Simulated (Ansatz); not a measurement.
Ansatz (a first-principles code) input for Ti(Cl)(OH)3 (ClH3O3Ti), SMILES [OH][Ti]([OH])([OH])[Cl], multiplicity 1, CAM-B3LYP/def2-SVPD. The structure is a stationary point at r2SCAN-D4/def2-SVP. The multiplicity is an assumed one; no other spin state was optimised. The structure was generated by enumeration; whether it is a known compound was not checked. One conformer was computed; it need not be the lowest.

Ansatz 0.2 input:
```yaml
crystal:
  periodic: [false, false, false]
  atoms:
    - {symbol: Ti, position_ang: [-0.00000001, 0.00000000, 0.31342664]}
    - {symbol: Cl, position_ang: [0.00000000, -0.00000000, -1.91683778]}
    - {symbol: O, position_ang: [-1.62939645, 0.39165219, 0.90751678]}
    - {symbol: H, position_ang: [-1.99003325, 1.19498260, 1.30348442]}
    - {symbol: O, position_ang: [1.15387898, 1.21527262, 0.90751679]}
    - {symbol: H, position_ang: [2.02990190, 1.12592805, 1.30348443]}
    - {symbol: O, position_ang: [0.47551748, -1.60692482, 0.90751679]}
    - {symbol: H, position_ang: [-0.03986866, -2.32091064, 1.30348443]}
basis:
  gaussian:
    orbitals: def2-SVPD
hamiltonian:
  xc: {name: CAM-B3LYP}
```

Log of the run:

```
WARN ansatz: RAYON_NUM_THREADS=1 ignored (pool sized by the plan → 1); use --threads N
Functional definition: CAM-B3LYP
integrals: 0.13 GiB planned
1509 factors; their error is unknown
integrals: 0.16 GiB planned
478 factors; integrals over basis functions are off by at most 3.3e-5 eV
mean field: 1.11 GiB planned
mean field evaluation 1: about -41805.2919 eV, gradient 9.7e1 eV
mean field evaluation 2: about -41582.5001 eV, gradient 4.0e2 eV
mean field evaluation 4: about -41821.9695 eV, gradient 1.9e1 eV
mean field evaluation 8: about -41822.7873 eV, gradient 1.2e-1 eV
mean field evaluation 16: about -41822.8967 eV, gradient 3.4e-4 eV
mean field -41822.89668409 eV, -1536.9631045628 hartree, gradient 1.1e-5 eV, S^2 0.000000; 0 other end points of the search recorded, 0 dependent functions left out
reference -41822.89683086 eV, -1536.9631099564 hartree; 33, 33 occupied and 121, 121 virtual orbitals, 1509 factors
Total energy: -41822.89683086 eV, -1536.9631099564 hartree
```

Self-consistency was reached.

Cost: about 13 core-seconds (a rough figure).
